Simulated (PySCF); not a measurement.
Isomers of C6H15NSi.

All values: PBE0/pcSseg-1 (PySCF) at GFN2-xTB geometries, gas phase, one conformer each.

Question: Rank by dipole moment, highest first.
A. `[CH3:1][CH:2]([CH3:3])[C@@H:4]1[CH2:5][NH:6][SiH2:7][CH2:8]1` with C1–C2–C4–C5 -54°, C2–C4–C5–N6 -166°, C4–C5–N6–Si7 30°, C5–N6–Si7–C8 -8°, N6–Si7–C8–C4 -16°
B. `[H]/[N:8]=[CH:7]\[C:4]([SiH2:3][CH2:2][CH3:1])([CH3:5])[CH3:6]` with C1–C2–Si3–C4 178°, C2–Si3–C4–C5 62°, Si3–C4–C7–N8 101°
C. `[CH2:1]=[CH:2][N:3]([SiH2:4][CH3:5])[CH:6]([CH3:7])[CH3:8]` with C1–C2–N3–Si4 6°, C2–N3–Si4–C5 173°, C2–N3–C6–C7 59°
D. `[CH3:1][CH2:2][CH2:3][N:4]1[CH2:5][CH2:6][CH2:7][SiH2:8]1` with C1–C2–C3–N4 60°, C2–C3–N4–C5 78°, C3–N4–C5–C6 -166°, N4–C5–C6–C7 -40°, C5–C6–C7–Si8 37°, C6–C7–Si8–N4 -21°
E. `[CH2:1]=[CH:2][N:3]([SiH3:4])[C@@H:5]([CH3:6])[CH2:7][CH3:8]` with C1–C2–N3–Si4 -1°, C2–N3–C5–C6 -62°, N3–C5–C7–C8 60°

Answer: B (2.32 D), C (2.03 D), E (1.53 D), A (0.87 D), D (0.71 D).

Question: Rank by LUMO energy, highest first.
A. `[CH2:1]=[CH:2][N:3]([SiH3:4])[C@@H:5]([CH3:6])[CH2:7][CH3:8]` with C1–C2–N3–Si4 -1°, C2–N3–C5–C6 -62°, N3–C5–C7–C8 60°
B. `[H]/[N:8]=[CH:7]\[C:4]([SiH2:3][CH2:2][CH3:1])([CH3:5])[CH3:6]` with C1–C2–Si3–C4 178°, C2–Si3–C4–C5 62°, Si3–C4–C7–N8 101°
C. `[CH2:1]=[CH:2][N:3]([SiH2:4][CH3:5])[CH:6]([CH3:7])[CH3:8]` with C1–C2–N3–Si4 6°, C2–N3–Si4–C5 173°, C2–N3–C6–C7 59°
D. `[CH2:1]=[CH:2][C@H:3]([CH3:4])[SiH2:5][NH:6][CH2:7][CH3:8]` with C1–C2–C3–C4 -142°, C2–C3–Si5–N6 54°, C3–Si5–N6–C7 177°, Si5–N6–C7–C8 -151°

Answer: C (1.02 eV), A (0.76 eV), D (0.17 eV), B (-0.09 eV).

Question: Rank by the highest IAO charge on any atom, highest value first.
A. `[CH2:1]=[CH:2][N:3]([SiH3:4])[C@@H:5]([CH3:6])[CH2:7][CH3:8]` with C1–C2–N3–Si4 -1°, C2–N3–C5–C6 -62°, N3–C5–C7–C8 60°
B. `[CH2:1]=[CH:2][C@H:3]([CH3:4])[SiH2:5][NH:6][CH2:7][CH3:8]` with C1–C2–C3–C4 -142°, C2–C3–Si5–N6 54°, C3–Si5–N6–C7 177°, Si5–N6–C7–C8 -151°
C. `[H]/[N:8]=[CH:7]\[C:4]([SiH2:3][CH2:2][CH3:1])([CH3:5])[CH3:6]` with C1–C2–Si3–C4 178°, C2–Si3–C4–C5 62°, Si3–C4–C7–N8 101°
D. `[CH3:1][CH2:2][CH2:3][N:4]1[CH2:5][CH2:6][CH2:7][SiH2:8]1` with C1–C2–C3–N4 60°, C2–C3–N4–C5 78°, C3–N4–C5–C6 -166°, N4–C5–C6–C7 -40°, C5–C6–C7–Si8 37°, C6–C7–Si8–N4 -21°

Answer: B (+0.896 e), D (+0.874 e), C (+0.745 e), A (+0.730 e).

All values together:

| SMILES | μ (D) | HOMO (eV) | LUMO (eV) | lowest IAO charge (e) | highest IAO charge (e) | lowest Hirshfeld charge (e) | highest Hirshfeld charge (e) |
| --- | --- | --- | --- | --- | --- | --- | --- |
| [H]/N=C\C(C)(C)[SiH2]CC | 2.32 | -7.12 | -0.09 | -0.532 (C) | +0.745 (Si) | -0.243 (N) | +0.340 (Si) |
| CCC[C@H]1CN[SiH2]C1 | 0.88 | -6.45 | 0.93 | -0.690 (N) | +0.882 (Si) | -0.252 (N) | +0.364 (Si) |
| CC(C)[C@@H]1CN[SiH2]C1 | 0.87 | -6.45 | 0.91 | -0.690 (N) | +0.884 (Si) | -0.251 (N) | +0.365 (Si) |
| C=CN([SiH2]C)C(C)C | 2.03 | -5.75 | 1.02 | -0.720 (C) | +0.885 (Si) | -0.211 (C) | +0.377 (Si) |
| C=C[C@H](C)[SiH2]NCC | 0.85 | -6.62 | 0.17 | -0.682 (N) | +0.896 (Si) | -0.240 (N) | +0.359 (Si) |
| CCCN1CCC[SiH2]1 | 0.71 | -6.07 | 0.82 | -0.546 (C) | +0.874 (Si) | -0.168 (N) | +0.364 (Si) |
| C=CN([SiH3])[C@@H](C)CC | 1.53 | -5.86 | 0.76 | -0.458 (N) | +0.730 (Si) | -0.161 (C) | +0.351 (Si) |

Conformers: `[H]/[N:8]=[CH:7]\[C:4]([SiH2:3][CH2:2][CH3:1])([CH3:5])[CH3:6]` with C1–C2–Si3–C4 178°, C2–Si3–C4–C5 62°, Si3–C4–C7–N8 101°; `[CH3:1][CH2:2][CH2:3][C@H:4]1[CH2:5][NH:6][SiH2:7][CH2:8]1` with C1–C2–C3–C4 177°, C2–C3–C4–C5 64°, C3–C4–C5–N6 165°, C4–C5–N6–Si7 -30°, C5–N6–Si7–C8 8°, N6–Si7–C8–C4 16°; `[CH3:1][CH:2]([CH3:3])[C@@H:4]1[CH2:5][NH:6][SiH2:7][CH2:8]1` with C1–C2–C4–C5 -54°, C2–C4–C5–N6 -166°, C4–C5–N6–Si7 30°, C5–N6–Si7–C8 -8°, N6–Si7–C8–C4 -16°; `[CH2:1]=[CH:2][N:3]([SiH2:4][CH3:5])[CH:6]([CH3:7])[CH3:8]` with C1–C2–N3–Si4 6°, C2–N3–Si4–C5 173°, C2–N3–C6–C7 59°; `[CH2:1]=[CH:2][C@H:3]([CH3:4])[SiH2:5][NH:6][CH2:7][CH3:8]` with C1–C2–C3–C4 -142°, C2–C3–Si5–N6 54°, C3–Si5–N6–C7 177°, Si5–N6–C7–C8 -151°; `[CH3:1][CH2:2][CH2:3][N:4]1[CH2:5][CH2:6][CH2:7][SiH2:8]1` with C1–C2–C3–N4 60°, C2–C3–N4–C5 78°, C3–N4–C5–C6 -166°, N4–C5–C6–C7 -40°, C5–C6–C7–Si8 37°, C6–C7–Si8–N4 -21°; `[CH2:1]=[CH:2][N:3]([SiH3:4])[C@@H:5]([CH3:6])[CH2:7][CH3:8]` with C1–C2–N3–Si4 -1°, C2–N3–C5–C6 -62°, N3–C5–C7–C8 60°.
